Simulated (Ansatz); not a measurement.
The same group exchange along the group B, Al, Ga.

Computed with Ansatz on PBE0-D4/def2-TZVP structures; ΔE is electronic, products minus reactants. CCSD(T)/CBS adds triple-zeta CCSD(T) − MP2 to the extrapolated MP2 energy (def2 sets, frozen cores). This one scheme is used for every species. Functionals use def2-TZVPP. For Ga outer-core shells are correlated without core-valence functions, which leaves a few kJ/mol of doubt a bond. Scalar relativity is left out up to krypton. One conformer a species, not always the lowest.

```
                                                            reaction  ωB97M-V (eV)  ωB97X-V (eV)  HF/CBS(def2) (eV)  CCSD/CBS(def2) (eV)  CCSD(T)/CBS(def2) (eV)
                         `CC(C)B(O)O` + `CSC` → `CB(O)O` + `CSC(C)C`         -0.07         -0.06              -0.02                -0.08                   -0.09
`C[CH](C)[Al]([OH])[OH]` + `CSC` → `[CH3][Al]([OH])[OH]` + `CSC(C)C`         -0.35         -0.34              -0.29                -0.36                   -0.37
`C[CH](C)[Ga]([OH])[OH]` + `CSC` → `[CH3][Ga]([OH])[OH]` + `CSC(C)C`         -0.27         -0.26              -0.24                -0.25                   -0.26
```

Largest T1 diagnostic: 0.014, for `[CH3][Ga]([OH])[OH]`.
